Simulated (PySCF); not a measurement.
Se (SMILES [Se]), triplet; B3LYP/cc-pVTZ (PySCF).

The PySCF input:
```python
from pyscf import gto, scf, dft

mol = gto.Mole()
mol.atom = '''
    Se    0.00000000    0.00000000    0.00000000
'''
mol.basis = 'cc-pvtz'
mol.spin = 2
mol.verbose = 4
mol.build()

mf = dft.UKS(mol)
mf.xc = 'b3lyp'
mf.kernel()
```

What the program printed (banner, timings and long lists left out):

```
PySCF version 2.14.0

[INPUT] verbose = 4
[INPUT] num. atoms = 1
[INPUT] num. electrons = 34
[INPUT] charge = 0
[INPUT] spin (= nelec alpha-beta = 2S) = 2
[INPUT] symmetry False subgroup None
[INPUT] Mole.unit = angstrom
[INPUT] Symbol           X                Y                Z      unit          X                Y                Z       unit  Magmom
[INPUT]  1 Se     0.000000000000   0.000000000000   0.000000000000 AA    0.000000000000   0.000000000000   0.000000000000 Bohr   0.0

nuclear repulsion = 0
number of shells = 10
number of NR pGTOs = 111
number of NR cGTOs = 43
basis = cc-pvtz
ecp = {}

******** <class 'pyscf.dft.uks.UKS'> ********
method = UKS
initial guess = minao
damping factor = 0
level_shift factor = 0
DIIS = <class 'pyscf.scf.diis.CDIIS'>
diis_start_cycle = 1
diis_space = 8
diis_damp = 0
SCF conv_tol = 1e-09
SCF conv_tol_grad = None
SCF max_cycles = 50
direct_scf = True
direct_scf_tol = 1e-13
number electrons alpha = 18  beta = 16
XC library pyscf.dft.libxc version 7.1.2
    S. Lehtola, C. Steigemann, M. J. T. Oliveira, and M. A. L. Marques,  SoftwareX 7, 1–5 (2018)
XC functionals = b3lyp
    P. J. Stephens, F. J. Devlin, C. F. Chabalowski, and M. J. Frisch,  J. Phys. Chem. 98, 11623 (1994)
radial grids:
    Treutler-Ahlrichs [JCP 102, 346 (1995); DOI:10.1063/1.469408] (M4) radial grids

becke partition: Becke, JCP 88, 2547 (1988); DOI:10.1063/1.454033
pruning grids: <function nwchem_prune>
grids dens level: 3
symmetrized grids: False
atomic radii adjust function: <function treutler_atomic_radii_adjust>
small_rho_cutoff = 0
Set gradient conv threshold to 3.16228e-05
tot grids = 20424
init E= -2400.6170940366

cycle= 1 E= -2401.562809021  delta_E= -0.946  |g|= 0.164  |ddm|= 0.731
cycle= 2 E= -2401.56770856785  delta_E= -0.0049  |g|= 0.113  |ddm|= 0.166
cycle= 3 E= -2401.57011286089  delta_E= -0.0024  |g|= 0.00842  |ddm|= 0.0631
cycle= 4 E= -2401.57014464911  delta_E= -3.18e-05  |g|= 0.00128  |ddm|= 0.00931
cycle= 5 E= -2401.57014566431  delta_E= -1.02e-06  |g|= 0.00026  |ddm|= 0.002
cycle= 6 E= -2401.57014570308  delta_E= -3.88e-08  |g|= 1.18e-05  |ddm|= 0.000323
cycle= 7 E= -2401.57014570318  delta_E= -1.01e-10  |g|= 5.66e-07  |ddm|= 2.32e-05
Extra cycle  E= -2401.57014570318  delta_E= -1.82e-12  |g|= 3.37e-07  |ddm|= 1.99e-06
converged SCF energy = -2401.57014570318  <S^2> = 2.0027071  2S+1 = 3.0018042
```
